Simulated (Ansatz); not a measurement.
Ansatz (a program for electronic structure) input file for BeCl2, SMILES [Cl][Be][Cl], PBE/def2-TZVPD. Geometry optimised at B3LYP-D3(BJ)/def2-TZVP. The isomer is the one that the SMILES or the coordinates give; other isomers of the formula were not compared.

Ansatz 0.2 input:
```yaml
crystal:
  periodic: [false, false, false]
  atoms:
    - {symbol: Be, position_ang: [0.00000000, 0.00000000, 0.00000000]}
    - {symbol: Cl, position_ang: [0.00000000, 0.00000000, -1.80410536]}
    - {symbol: Cl, position_ang: [0.00000000, 0.00000000, 1.80410536]}
basis:
  gaussian:
    orbitals: def2-TZVPD
hamiltonian:
  xc: {name: PBE}
```

It prints:

```
Functional definition: PBE
integrals: 0.04 GiB planned
717 factors; their error is unknown
mean field: 0.27 GiB planned
mean field evaluation 1: about -25439.1900 eV, gradient 2.0e1 eV
mean field evaluation 2: about -25438.7041 eV, gradient 2.7e1 eV
mean field evaluation 4: about -25440.1778 eV, gradient 1.4e0 eV
mean field evaluation 8: about -25440.1758 eV, gradient 6.4e-4 eV
mean field -25440.17575194 eV, -934.9092149132 hartree, gradient 4.3e-5 eV, S^2 0.000000; 0 other end points of the search recorded, 0 dependent functions left out
reference -25440.17581601 eV, -934.9092172680 hartree; 19, 19 occupied and 95, 95 virtual orbitals, 717 factors
Total energy: -25440.17581601 eV, -934.9092172680 hartree
```

The calculation finished and met its thresholds.

Cost: about 2.3 core-seconds (a rough figure).
